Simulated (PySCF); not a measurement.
GaF2, SMILES [F][Ga+][F], charge +1. Geometry: PBE0-D3(BJ)/def2-TZVP. The spin state was assumed, not searched. The isomer is the one that the SMILES or the coordinates give; other isomers of the formula were not compared.

Computed with PBE0-D3(BJ)/def2-TZVP in PySCF.

Harmonic wavenumbers (cm⁻¹): 174, 174, 736, 929. Rotational constants (GHz): 4.821 (linear); symmetry number 2.

Question: Work out the zero-point energy and the ideal-gas rigid-rotor harmonic-oscillator thermochemistry at 298.15 K and 1 atm.

Answer: ZPE = ½ Σ hcν = ½ × 2011 cm⁻¹ = 12.03 kJ/mol. H − E(el) = 24.26 kJ/mol. Entropy in J/(mol K): translation 167.11, rotation 62.09, vibration 21.69, total 250.90. G − E(el) = -50.54 kJ/mol. Cp = 49.92 J/(mol K).
